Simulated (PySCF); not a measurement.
F₄V (SMILES [F][V+]([F])([F])[F]), charge +1, singlet, at a GFN2-xTB geometry (such geometries of metal compounds can be far from the true shape) (the multiplicity is a formal guess); DF-B3LYP/aug-cc-pVDZ (PySCF).

Input for PySCF:
```python
from pyscf import gto, scf, dft
import numpy

mol = gto.Mole()
mol.atom = '''
    V    -0.00000000   -0.00000000   -0.00000000
    F     1.05787016    0.73619422   -0.92212232
    F     0.75522470   -0.97142821    0.99867095
    F    -0.99429019   -0.84029363   -0.90370040
    F    -0.81880467    1.07552761    0.82715177
'''
mol.basis = 'aug-cc-pvdz'
mol.charge = 1
mol.verbose = 4
mol.build()
print('smallest overlap eigenvalue', numpy.linalg.eigvalsh(mol.intor('int1e_ovlp'))[0])

mf = dft.RKS(mol)
mf.xc = 'b3lyp'
mf = mf.density_fit(auxbasis='def2-universal-jkfit')
mf = scf.addons.remove_linear_dep_(mf, threshold=1e-6, lindep=1e-6)
mf.kernel()
mf.analyze()
```

The log (banner, timings and long lists left out):

```
PySCF version 2.14.0

[INPUT] verbose = 4
[INPUT] num. atoms = 5
[INPUT] num. electrons = 58
[INPUT] charge = 1
[INPUT] spin (= nelec alpha-beta = 2S) = 0
[INPUT] symmetry False subgroup None
[INPUT] Mole.unit = angstrom
[INPUT] Symbol           X                Y                Z      unit          X                Y                Z       unit  Magmom
[INPUT]  1 V      0.000000000000   0.000000000000   0.000000000000 AA    0.000000000000   0.000000000000   0.000000000000 Bohr   0.0
[INPUT]  2 F      1.057870160000   0.736194220000  -0.922122320000 AA    1.999084877750   1.391205450288  -1.742558638149 Bohr   0.0
[INPUT]  3 F      0.755224700000  -0.971428210000   0.998670950000 AA    1.427167845507  -1.835733266576   1.887214584059 Bohr   0.0
[INPUT]  4 F     -0.994290190000  -0.840293630000  -0.903700400000 AA   -1.878936147442  -1.587924824917  -1.707746254660 Bohr   0.0
[INPUT]  5 F     -0.818804670000   1.075527610000   0.827151770000 AA   -1.547316575815   2.032452622308   1.563090308749 Bohr   0.0

nuclear repulsion = 375.866787093617
number of shells = 43
number of NR pGTOs = 278
number of NR cGTOs = 151
basis = aug-cc-pvdz
ecp = {}
input.py:21: DeprecationWarning: remove_linear_dep_ is deprecated and will be removed in a future release. Linear dependency handling is now built into the SCF procedure by default. Linear dependency removal can be controlled using the following settings:
  pyscf.scf.hf.remove_overlap_zero_eigenvalue = True
  pyscf.scf.hf.overlap_zero_eigenvalue_threshold = 1e-6

  mf = scf.addons.remove_linear_dep_(mf, threshold=1e-6, lindep=1e-6)
smallest overlap eigenvalue 6.912996577638612e-05

******** <class 'pyscf.df.df_jk.DFRKS'> ********
method = DFRKS
initial guess = minao
damping factor = 0
level_shift factor = 0
DIIS = <class 'pyscf.scf.diis.CDIIS'>
diis_start_cycle = 1
diis_space = 8
diis_damp = 0
SCF conv_tol = 1e-09
SCF conv_tol_grad = None
SCF max_cycles = 50
direct_scf = False
XC library pyscf.dft.libxc version 7.1.2
    S. Lehtola, C. Steigemann, M. J. T. Oliveira, and M. A. L. Marques,  SoftwareX 7, 1–5 (2018)
XC functionals = b3lyp
    P. J. Stephens, F. J. Devlin, C. F. Chabalowski, and M. J. Frisch,  J. Phys. Chem. 98, 11623 (1994)
radial grids:
    Treutler-Ahlrichs [JCP 102, 346 (1995); DOI:10.1063/1.469408] (M4) radial grids

becke partition: Becke, JCP 88, 2547 (1988); DOI:10.1063/1.454033
pruning grids: <function nwchem_prune>
grids dens level: 3
symmetrized grids: False
atomic radii adjust function: <function treutler_atomic_radii_adjust>
small_rho_cutoff = 0
Set gradient conv threshold to 3.16228e-05
Initial guess from minao.
tot grids = 77952
******** <class 'pyscf.df.df.DF'> ********
auxbasis = def2-universal-jkfit
init E= -1343.90094376424
  HOMO = -0.591295014133223  LUMO = -0.237467298130081  gap/eV = 9.62814
cycle= 1 E= -1342.93746925852  delta_E= 0.963  |g|= 1.39  |ddm|= 12.9
  HOMO = -0.666206087568424  LUMO = -0.616946161970043  gap/eV = 1.34043
cycle= 2 E= -1332.45319623647  delta_E= 10.5  |g|= 9.17  |ddm|= 56.9
  HOMO = -0.704503635276218  LUMO = -0.464438589262124  gap/eV = 6.53250
cycle= 3 E= -1343.09743033472  delta_E= -10.6  |g|= 1.12  |ddm|= 51.6
  HOMO = -0.749683279462633  LUMO = -0.473330902326677  gap/eV = 7.51993
cycle= 4 E= -1343.25725144349  delta_E= -0.16  |g|= 0.307  |ddm|= 2.47
  HOMO = -0.741223387765293  LUMO = -0.450469844005051  gap/eV = 7.91181
cycle= 5 E= -1343.26906325775  delta_E= -0.0118  |g|= 0.125  |ddm|= 2.08
  HOMO = -0.743154227564077  LUMO = -0.444916105276982  gap/eV = 8.11547
cycle= 6 E= -1343.2713519395  delta_E= -0.00229  |g|= 0.00841  |ddm|= 0.728
  HOMO = -0.742808930897474  LUMO = -0.443925181087344  gap/eV = 8.13304
cycle= 7 E= -1343.27136343639  delta_E= -1.15e-05  |g|= 0.00156  |ddm|= 0.0184
  HOMO = -0.742807848639877  LUMO = -0.443924355804186  gap/eV = 8.13303
cycle= 8 E= -1343.2713636621  delta_E= -2.26e-07  |g|= 0.00101  |ddm|= 0.00361
  HOMO = -0.742822505148277  LUMO = -0.443946327583022  gap/eV = 8.13284
cycle= 9 E= -1343.27136381986  delta_E= -1.58e-07  |g|= 0.000215  |ddm|= 0.00411
  HOMO = -0.742824286994836  LUMO = -0.443962484385693  gap/eV = 8.13244
cycle= 10 E= -1343.27136382713  delta_E= -7.27e-09  |g|= 3.41e-05  |ddm|= 0.00135
  HOMO = -0.742823938349923  LUMO = -0.443959000791789  gap/eV = 8.13253
cycle= 11 E= -1343.27136382733  delta_E= -2.01e-10  |g|= 5.59e-07  |ddm|= 0.000215
  HOMO = -0.742823949487117  LUMO = -0.443958862268881  gap/eV = 8.13253
Extra cycle  E= -1343.27136382733  delta_E= 1.36e-12  |g|= 1.98e-06  |ddm|= 1.66e-05
converged SCF energy = -1343.27136382733
**** SCF Summaries ****
Total Energy =                       -1343.271363827328514
Nuclear Repulsion Energy =             375.866787093616836
One-electron Energy =                -2582.257411289731408
Two-electron Energy =                  863.119260368785945
Two-electron Coulomb Energy =          949.932506332297066
DFT Exchange-Correlation Energy =      -86.813245963511079
HOMO-LUMO gap [eV] =                     8.132533256196401
**** MO energy ****
MO #1   energy= -197.34040332583   occ= 2
MO #2   energy= -25.050765978584   occ= 2
MO #3   energy= -25.0507295135068  occ= 2
MO #4   energy= -25.0507251403529  occ= 2
MO #5   energy= -25.0507221139899  occ= 2
MO #6   energy= -22.7511841748419  occ= 2
MO #7   energy= -19.249102432127   occ= 2
MO #8   energy= -19.2491024059083  occ= 2
MO #9   energy= -19.2491022862222  occ= 2
MO #10  energy= -3.11146913367202  occ= 2
MO #11  energy= -2.15178610664725  occ= 2
MO #12  energy= -2.15178583035027  occ= 2
MO #13  energy= -2.15178564675397  occ= 2
MO #14  energy= -1.51290447104795  occ= 2
MO #15  energy= -1.49392742089771  occ= 2
MO #16  energy= -1.49392515070372  occ= 2
MO #17  energy= -1.49392349016383  occ= 2
MO #18  energy= -0.839800612543929 occ= 2
MO #19  energy= -0.839799603585875 occ= 2
MO #20  energy= -0.839798844942191 occ= 2
MO #21  energy= -0.82667930575835  occ= 2
MO #22  energy= -0.8266786455313   occ= 2
MO #23  energy= -0.783859980622204 occ= 2
MO #24  energy= -0.763459175098851 occ= 2
MO #25  energy= -0.763459021445844 occ= 2
MO #26  energy= -0.763458385836464 occ= 2
MO #27  energy= -0.742826278940187 occ= 2
MO #28  energy= -0.742824772593461 occ= 2
MO #29  energy= -0.742823949487117 occ= 2
MO #30  energy= -0.443958862268881 occ= 0
MO #31  energy= -0.44395848568281  occ= 0
MO #32  energy= -0.375962426618415 occ= 0
MO #33  energy= -0.375960619980545 occ= 0
MO #34  energy= -0.375960144284507 occ= 0
MO #35  energy= -0.212159936292082 occ= 0
MO #36  energy= -0.135163441311416 occ= 0
MO #37  energy= -0.135160186488627 occ= 0
 ** Mulliken pop on meta-lowdin orthogonal AOs  **
 ** Mulliken pop  **
 ** Mulliken atomic charges  **
charge of    0V =      1.74028
charge of    1F =     -0.18507
charge of    2F =     -0.18507
charge of    3F =     -0.18507
charge of    4F =     -0.18507

WARN: System has nonzero charge 1; the dipole moment is origin-dependent.
Location of origin: [0. 0. 0.]

Dipole moment(X, Y, Z, Debye):  0.00005, -0.00003, -0.00000
```
